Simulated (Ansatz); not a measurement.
[5]radialene (C₁₀H₁₀), SMILES C=C1C(=C)C(=C)C(=C)C1=C. Atoms are numbered in the order given.

```xyz
20

C     -2.6040     0.0000     0.0000
C     -1.2628     0.0000     0.0000
C     -0.3903    -1.2010     0.0000
C     -0.8047    -2.4766     0.0000
C      1.0216    -0.7423     0.0000
C      2.1067    -1.5306     0.0000
C      1.0216     0.7423     0.0000
C      2.1067     1.5306     0.0000
C     -0.3903     1.2010     0.0000
C     -0.8047     2.4766     0.0000
H     -3.1755    -0.9305     0.0000
H     -3.1755     0.9305     0.0000
H     -0.0963    -3.3076     0.0000
H     -1.8662    -2.7326     0.0000
H      3.1159    -1.1137     0.0000
H      2.0222    -2.6192     0.0000
H      2.0222     2.6192     0.0000
H      3.1159     1.1137     0.0000
H     -1.8662     2.7326     0.0000
H     -0.0963     3.3076     0.0000
```
Charge 0, spin multiplicity 1.

Geometry: PBE0-D3(BJ)/def2-SVP.

Two levels are set side by side: PBE-D3(BJ)/def2-SVP (Ansatz, an electronic-structure program) and PBE0-D3(BJ)/def2-SVP (Ansatz). Each level has its own optimised geometry; the coordinates shown are those of the second. Differences are taken from unrounded values.

```csv
quantity,PBE0-D3(BJ)
mean bond length (Å),1.252
bond C1–C2 (Å),1.341
bond C2–C3 (Å),1.485
bond C2–C9 (Å),1.485
bond C3–C4 (Å),1.341
bond C3–C5 (Å),1.485
bond C5–C6 (Å),1.341
bond C5–C7 (Å),1.485
bond C7–C8 (Å),1.341
bond C7–C9 (Å),1.485
bond C9–C10 (Å),1.341
bond C1–H11 (Å),1.092
bond C1–H12 (Å),1.092
bond C4–H13 (Å),1.092
bond C4–H14 (Å),1.092
bond C6–H15 (Å),1.092
bond C6–H16 (Å),1.092
```

Task: What does PBE-D3(BJ) give, and how far is it from PBE0-D3(BJ)? (An estimate is asked for; the answer gives what the named calculation found.)

Result: 
| quantity | PBE-D3(BJ) | PBE-D3(BJ) minus PBE0-D3(BJ) |
|---|---|---|
| mean bond length (Å) | 1.261 | 0.009 |
| bond C1–C2 (Å) | 1.354 | 0.012 |
| bond C2–C3 (Å) | 1.490 | 0.006 |
| bond C2–C9 (Å) | 1.490 | 0.006 |
| bond C3–C4 (Å) | 1.354 | 0.012 |
| bond C3–C5 (Å) | 1.490 | 0.006 |
| bond C5–C6 (Å) | 1.354 | 0.012 |
| bond C5–C7 (Å) | 1.490 | 0.006 |
| bond C7–C8 (Å) | 1.354 | 0.012 |
| bond C7–C9 (Å) | 1.490 | 0.006 |
| bond C9–C10 (Å) | 1.354 | 0.012 |
| bond C1–H11 (Å) | 1.100 | 0.008 |
| bond C1–H12 (Å) | 1.100 | 0.008 |
| bond C4–H13 (Å) | 1.100 | 0.008 |
| bond C4–H14 (Å) | 1.100 | 0.008 |
| bond C6–H15 (Å) | 1.100 | 0.008 |
| bond C6–H16 (Å) | 1.100 | 0.008 |

Exact exchange shortens and stiffens bonds; PBE has none. Differences between two approximate levels are no errors against the true value.
